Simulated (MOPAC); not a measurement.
MOPAC input (MNDO):

```
MNDO 1SCF CHARGE=-1 GEO-OK AUX(PRECISION=9) THREADS=1
C3H9BN

C     2.05514500 1   -0.09376700 1    0.10397300 1
N     0.79336600 1   -0.73216900 1   -0.09965000 1
B    -0.40715000 1   -0.08224400 1   -0.04084800 1
C    -1.77771200 1   -0.91476700 1   -0.28996100 1
C    -0.65717100 1    1.50020800 1    0.26205000 1
H     2.61823000 1   -0.54851200 1    0.94133100 1
H     2.72069800 1   -0.20409200 1   -0.77346300 1
H     2.03090900 1    0.99777000 1    0.32176200 1
H    -2.35486200 1   -0.52118900 1   -1.14073700 1
H    -1.56196600 1   -1.96908600 1   -0.48883100 1
H    -2.45736400 1   -0.86572100 1    0.57461700 1
H    -1.19456300 1    1.98107900 1   -0.56805600 1
H    -1.29697700 1    1.63683900 1    1.14583900 1
H     0.25651600 1    2.07927900 1    0.43295600 1
```

From the output:

```
                                                       MOPAC v23.2.5 Linux

          FINAL HEAT OF FORMATION =        -54.02681 KCAL/MOL =    -226.04817 KJ/MOL

          COSMO AREA              =        128.22 SQUARE ANGSTROMS
          COSMO VOLUME            =        114.81 CUBIC ANGSTROMS

          IONIZATION POTENTIAL    =          3.578606 EV
          HOMO LUMO ENERGIES (EV) =         -3.579  7.916
          NO. OF FILLED LEVELS    =         15
          MOLECULAR WEIGHT        =         69.9208         POINT GROUP:  Cs

          MOLECULAR DIMENSIONS (Angstroms)

            Atom       Atom       Distance
            H    11    H     7     5.39142
            H    14    H    10     4.06132
            H     6    H     9     3.26594

          SCF CALCULATIONS        =          1

   ATOM   CHEMICAL          X               Y               Z
  NUMBER   SYMBOL      (ANGSTROMS)     (ANGSTROMS)     (ANGSTROMS)

     1       C          2.05514500  *  -0.09376700  *   0.10397300  *
     2       N          0.79336600  *  -0.73216900  *  -0.09965000  *
     3       B         -0.40715000  *  -0.08224400  *  -0.04084800  *
     4       C         -1.77771200  *  -0.91476700  *  -0.28996100  *
     5       C         -0.65717100  *   1.50020800  *   0.26205000  *
     6       H          2.61823000  *  -0.54851200  *   0.94133100  *
     7       H          2.72069800  *  -0.20409200  *  -0.77346300  *
     8       H          2.03090900  *   0.99777000  *   0.32176200  *
     9       H         -2.35486200  *  -0.52118900  *  -1.14073700  *
    10       H         -1.56196600  *  -1.96908600  *  -0.48883100  *
    11       H         -2.45736400  *  -0.86572100  *   0.57461700  *
    12       H         -1.19456300  *   1.98107900  *  -0.56805600  *
    13       H         -1.29697700  *   1.63683900  *   1.14583900  *
    14       H          0.25651600  *   2.07927900  *   0.43295600  *

                             CARTESIAN COORDINATES

   1    C        2.055145000    -0.093767000     0.103973000
   2    N        0.793366000    -0.732169000    -0.099650000
   3    B       -0.407150000    -0.082244000    -0.040848000
   4    C       -1.777712000    -0.914767000    -0.289961000
   5    C       -0.657171000     1.500208000     0.262050000
   6    H        2.618230000    -0.548512000     0.941331000
   7    H        2.720698000    -0.204092000    -0.773463000
   8    H        2.030909000     0.997770000     0.321762000
   9    H       -2.354862000    -0.521189000    -1.140737000
  10    H       -1.561966000    -1.969086000    -0.488831000
  11    H       -2.457364000    -0.865721000     0.574617000
  12    H       -1.194563000     1.981079000    -0.568056000
  13    H       -1.296977000     1.636839000     1.145839000
  14    H        0.256516000     2.079279000     0.432956000

           Empirical Formula: C3 H9 N B  =    14 atoms

      MOLECULAR POINT GROUP   :   Cs

                  EIGENVALUES
 -30.06024 -26.86539 -24.59599 -20.22002 -11.83106  -9.92752  -9.61534  -9.47432
  -9.02654  -8.58042  -8.36046  -7.88951  -6.30978  -3.76361  -3.57861   7.91583
   8.71426   9.27824   9.34032   9.46347   9.49664   9.56244  10.17805  10.35088
  10.36899  10.70220  11.28202  12.92264  14.83975

              NET ATOMIC CHARGES AND DIPOLE CONTRIBUTIONS

  ATOM NO.   TYPE          CHARGE      No. of ELECS.   s-Pop       p-Pop
    1          C           0.225637        3.7744     1.20362     2.57075
    2          N          -0.457119        5.4571     1.68566     3.77145
    3          B          -0.293973        3.2940     1.17846     2.11551
    4          C           0.102592        3.8974     1.20926     2.68815
    5          C           0.063090        3.9369     1.21653     2.72038
    6          H          -0.086018        1.0860     1.08602
    7          H          -0.086018        1.0860     1.08602
    8          H          -0.095771        1.0958     1.09577
    9          H          -0.069501        1.0695     1.06950
   10          H          -0.045561        1.0456     1.04556
   11          H          -0.069501        1.0695     1.06950
   12          H          -0.065527        1.0655     1.06553
   13          H          -0.065527        1.0655     1.06553
   14          H          -0.056802        1.0568     1.05680
 DIPOLE           X         Y         Z       TOTAL
 POINT-CHG.    -0.431     0.485     0.072     0.652
 HYBRID        -0.163     1.185     0.228     1.218
 SUM           -0.594     1.670     0.300     1.798

          ATOMIC ORBITAL ELECTRON POPULATIONS

     Atom    s        px        py        pz
    1  C   1.20362   0.90846   0.82665   0.83564
    2  N   1.68566   0.99790   1.38872   1.38484
    3  B   1.17846   0.78159   0.73054   0.60339
    4  C   1.20926   0.94650   0.90240   0.83925
    5  C   1.21653   0.85137   1.02017   0.84884
    6  H   1.08602
    7  H   1.08602
    8  H   1.09577
    9  H   1.06950
   10  H   1.04556
   11  H   1.06950
   12  H   1.06553
   13  H   1.06553
   14  H   1.05680

 **********************
 *                    *
 * JOB ENDED NORMALLY *
 *                    *
 **********************

 == MOPAC DONE ==
```

The dipole moment of an ion depends on the origin.

The geometry given is a B3LYP-D3(BJ)/def2-TZVP minimum.
